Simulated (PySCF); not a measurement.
A series of related molecules.

All values: wB97X-D/def2-SVPD (PySCF) at PBE0-D3(BJ)/def2-SVP geometries, gas phase, one conformer each. Core orbitals are frozen in the response; Δα² is half the sum of the squared differences of the principal polarisabilities. The calculation is non-relativistic, for germanium too.

Problem. Rank by vertical ionisation energy (ΔSCF), lowest first.
A. `OB(O)C1=C[CH2][GeH2][CH2]1`
B. `CC#CC1=C[CH2][GeH2][CH2]1`
C. `FC1=C[CH2][GeH2][CH2]1`
D. `[SiH3]CC1=C[CH2][GeH2][CH2]1`
E. `[CH2]1C(=C[CH2][GeH2]1)B(Cl)Cl`
F. `CC(C)OC1=C[CH2][GeH2][CH2]1`

Solution. F (7.98 eV), B (8.14 eV), D (8.43 eV), A (8.85 eV), C (9.08 eV), E (9.49 eV).

Problem. Rank by polarisability anisotropy Δα, lowest first.
A. `FC1=C[CH2][GeH2][CH2]1`
B. `ClB(Cl)C1=C[CH2][GeH2][CH2]1`
C. `CC#CC1=C[CH2][GeH2][CH2]1`
D. `[SiH3:1][CH2:2][C:3]1=[CH:4][CH2:5][GeH2:6][CH2:7]1` with Si1–C2–C3–C4 -98°
E. `[CH3:1][O:2][B:3]([O:4][CH3:5])[C:6]1=[CH:7][CH2:8][GeH2:9][CH2:10]1` with C1–O2–B3–O4 0°, O2–B3–O4–C5 -173°, O2–B3–C6–C7 -142°
F. `[CH3:1][CH:2]([CH3:3])[O:4][C:5]1=[CH:6][CH2:7][GeH2:8][CH2:9]1` with C1–C2–O4–C5 79°, C2–O4–C5–C6 1°

Solution. A (3.21 Å³), D (5.66 Å³), F (5.94 Å³), E (6.32 Å³), B (7.94 Å³), C (11.67 Å³).

Problem. Rank by HOMO energy, lowest first.
A. `C1=C(C2CCC2)[CH2][GeH2][CH2]1`
B. `COB(OC)C1=C[CH2][GeH2][CH2]1`
C. `CC#CC1=C[CH2][GeH2][CH2]1`
D. `CC(C)OC1=C[CH2][GeH2][CH2]1`
E. `ClB(Cl)C1=C[CH2][GeH2][CH2]1`

Solution. E (-9.49 eV), B (-8.85 eV), A (-8.51 eV), C (-8.11 eV), D (-7.98 eV).

All values together:

```csv
SMILES,formula,μ (D),HOMO (eV),LUMO (eV),α (Å³),Δα (Å³),electrons,α per electron (Å³),ΔSCF removal energy (eV)
ClB(Cl)C1=C[CH2][GeH2][CH2]1,C4H7BCl2Ge,2.40,-9.49,-0.24,17.26,7.94,102,0.169,9.49
CC#CC1=C[CH2][GeH2][CH2]1,C7H10Ge,0.56,-8.11,1.31,17.33,11.67,84,0.206,8.14
FC1=C[CH2][GeH2][CH2]1,C4H7FGe,1.54,-8.83,1.91,11.09,3.21,72,0.154,9.08
[SiH3]CC1=C[CH2][GeH2][CH2]1,C5H12GeSi,0.68,-8.44,1.86,17.17,5.66,88,0.195,8.43
OB(O)C1=C[CH2][GeH2][CH2]1,C4H9BGeO2,2.54,-8.77,1.19,14.34,5.88,86,0.167,8.85
C1=C(C2CCC2)[CH2][GeH2][CH2]1,C8H14Ge,0.57,-8.51,2.04,17.79,6.34,94,0.189,8.49
CC(C)OC1=C[CH2][GeH2][CH2]1,C7H14GeO,1.26,-7.98,2.05,17.30,5.94,96,0.180,7.98
COB(OC)C1=C[CH2][GeH2][CH2]1,C6H13BGeO2,1.57,-8.85,1.51,17.92,6.32,102,0.176,8.86
```

Conformers: `[SiH3:1][CH2:2][C:3]1=[CH:4][CH2:5][GeH2:6][CH2:7]1` with Si1–C2–C3–C4 -98°; `[OH:1][B:2]([OH:3])[C:4]1=[CH:5][CH2:6][GeH2:7][CH2:8]1` with H–O1–B2–O3 0°, O1–B2–O3–H 0°; `[CH:1]1=[C:2]([CH:3]2[CH2:4][CH2:5][CH2:6]2)[CH2:7][GeH2:8][CH2:9]1` with C1–C2–C3–C4 -11°, C2–C3–C4–C5 -143°, C3–C4–C5–C6 20°, C4–C5–C6–C3 -19°, C1–C2–C7–Ge8 3°; `[CH3:1][CH:2]([CH3:3])[O:4][C:5]1=[CH:6][CH2:7][GeH2:8][CH2:9]1` with C1–C2–O4–C5 79°, C2–O4–C5–C6 1°; `[CH3:1][O:2][B:3]([O:4][CH3:5])[C:6]1=[CH:7][CH2:8][GeH2:9][CH2:10]1` with C1–O2–B3–O4 0°, O2–B3–O4–C5 -173°, O2–B3–C6–C7 -142°.

Problem. By how much does the ΔSCF value exceed −ε(HOMO) over the species that have both?

Solution. By -0.02 to 0.25 eV, 0.04 eV on average, over 8 species.
